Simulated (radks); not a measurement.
The numbers below are computed, except where a source is named.
Valence configurations of Hg. Level of theory: non-relativistic Kohn-Sham, TPSS, spin-polarised, spherical densities, point nucleus; open shells are filled with parallel spins first (spin-orbit coupling, left out, can overturn this in heavy ions); meta-GGA in the generalised Kohn-Sham scheme; relativity is left out, which matters for an element this heavy (a radial shooting solver on a logarithmic mesh with Libxc functionals). Energies are relative to [Hg]; eigenvalues in eV for spin up.

valence,E (eV),moment (Bohr magnetons),e(4f),e(5d),e(6p),e(6s)
[Hg],0.000,0,-111.21,-12.198,-,-5.189
[Xe] 4f14 5d10 6s1.5 6p0.5,1.856,1,-112.02,-13.065,-1.864,-6.082
[Xe] 4f14 5d10 6s1 6p1,3.441,2,-112.66,-13.748,-2.392,-6.757
[Xe] 4f14 5d9 6s2 6p1,12.389,2,-117.30,-17.292,-2.804,-7.693
[Xe] 4f14 5d8 6s2 6p2,27.343,4,-123.19,-22.040,-4.143,-9.743
[Xe] 4f14 5d7 6s2 6p3,44.751,6,-129.07,-26.649,-5.335,-11.580
[Xe] 4f13 5d10 6s2 6p1,118.28,2,-130.78,-18.449,-2.782,-7.682
[Xe] 4f13 5d9 6s2 6p2,135.11,4,-136.87,-23.382,-4.143,-9.780
[Xe] 4f12.5 5d10 6s1.5 6p2,185.65,4,-141.27,-22.130,-3.947,-9.351
[Xe] 4f12 5d10 6s2 6p2,253.45,4,-150.88,-24.717,-4.145,-9.814

NIST lists [Hg] as the ground configuration; this level of theory agrees among the configurations tried. The energies are those of spherical high-spin densities, not of single terms. Relativity is left out, which favours d and f over s occupation in heavy atoms.
